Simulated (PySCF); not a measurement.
# UHF on Ne(2+) (neon, charge +2)

Configuration: [He] 2s2 2p4, high-spin 3P determinant. Computed with PySCF 2.14 in def2-QZVPPD (8s5p4d2f1g, 66 functions), with no relativity, point nucleus.

* Total energy: -126.380950 hartree
* One-electron energy: -166.5894 hartree
* Hartree (Coulomb) energy: 51.3306 hartree
* Exchange energy: -11.1222 hartree
* Kinetic energy: 126.41478 hartree
* ⟨S²⟩: 2.0036
* ⟨L²⟩: 2.007
* Sum of ⟨r⟩: 5.190 bohr
* Sum of ⟨r²⟩: 4.956 bohr²
* Traceless quadrupole moment −½Σ⟨3z² − r²⟩ along its main axis: -0.348 e·bohr²
* Density at the nucleus (Gaussians lack the cusp): 616 bohr⁻³
* Spin density at the nucleus: 0.220 bohr⁻³
* Langevin diamagnetic susceptibility: -3.93 ×10⁻⁶ cm³/mol

| shell | electrons | mean orbital energy (hartree) | spread (hartree) | rms radius, mean of both spins (bohr) |
| --- | --- | --- | --- | --- |
| 1s α | 1 | -34.69917 | 0 | 0.183 |
| 1s β | 1 | -34.56310 | 0 | 0.183 |
| 2s α | 1 | -3.64610 | 0 | 0.906 |
| 2s β | 1 | -3.17644 | 0 | 0.906 |
| 2p α | 3 | -2.57678 | 0.14327 | 0.901 |
| 2p β | 1 | -2.35726 | 0 | 0.901 |

Spin-orbit constants ζ (cm⁻¹) from the X2C one-electron operator on these orbitals (non-relativistic here): bare nucleus, nucleus screened by l(l+1)(2l+1)/3 electrons, and screened by the Breit-Pauli mean field of the electrons.

```tsv
shell	bare	screened nucleus	mean field
2p	855.4	684.3	614.5
```

To first order the Landé constant is A = -307.3 cm⁻¹, so the lowest level has J = 2 and lies 0.0381 eV below the centre of the term. This holds in LS coupling only.
